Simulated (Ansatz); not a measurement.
C₂H₉GeN₃, singlet, at a GFN2-xTB geometry, with bond 10-4 at 1.8 times its length; Ansatz (a program for electronic structure) with SC-NEVPT2/STO-3G, CASSCF(6,4).

The Ansatz input:
Ansatz 0.2 input:
```yaml
crystal:
  periodic: [false, false, false]
  atoms:
    - {symbol: C, position_ang: [2.42999045, -0.93722469, 0.58229626]}
    - {symbol: C, position_ang: [1.62167939, -0.48339709, -0.35794756]}
    - {symbol: Ge, position_ang: [-0.23592395, 0.09760838, -0.06800927]}
    - {symbol: N, position_ang: [-0.65400209, -0.12610118, 1.70873940]}
    - {symbol: N, position_ang: [-1.31626570, -0.89460563, -1.14959122]}
    - {symbol: N, position_ang: [-0.65321230, 1.81622877, -0.58111535]}
    - {symbol: H, position_ang: [2.10516794, -1.02849655, 1.60624090]}
    - {symbol: H, position_ang: [3.44290682, -1.25132942, 0.37452288]}
    - {symbol: H, position_ang: [1.97938651, -0.41557074, -1.37757202]}
    - {symbol: H, position_ang: [-2.29474682, 0.52059510, 2.15819809]}
    - {symbol: H, position_ang: [0.01133046, 0.26415936, 2.35992411]}
    - {symbol: H, position_ang: [-1.33688052, -1.88129719, -0.93530397]}
    - {symbol: H, position_ang: [-2.27103573, -0.56764799, -1.20160793]}
    - {symbol: H, position_ang: [-0.05011165, 2.54162715, -0.21860868]}
    - {symbol: H, position_ang: [-0.71132915, 1.93698933, -1.58205907]}
basis:
  gaussian:
    orbitals: STO-3G
magnetization: {spin_polarized: false}
correlation: {method: sc_nevpt2, electrons: all, active_space: {window: {electrons: 6, orbitals: 4}}}
```

What the program printed (banner, timings and long lists left out):

```
Functional definition: HF
652 factors; integrals over basis functions are off by at most 3.8e-5 eV
mean field evaluation 1: about -62388.1799 eV, gradient 2.5e1 eV
mean field evaluation 2: about -62388.3243 eV, gradient 2.5e1 eV
mean field evaluation 4: about -62390.6581 eV, gradient 2.9e0 eV
mean field evaluation 8: about -62390.7043 eV, gradient 1.5e-1 eV
mean field -62390.70492586 eV, -2292.8161160865 hartree, gradient 4.1e-6 eV, S^2 0.000000; 0 other end points of the search recorded, 0 dependent functions left out; unrestricted orbitals would lower it
reference -62390.70492586 eV, -2292.8161160865 hartree; 37, 37 occupied and 15, 15 virtual orbitals, 652 factors
state -62393.30379220 eV, -2292.9116226631 hartree
state -62393.30379220 eV, -2292.9116226631 hartree; corrected -62400.70650443 eV, -2293.1836673196 hartree
Total energy: -62400.70650443 eV, -2293.1836673196 hartree
```
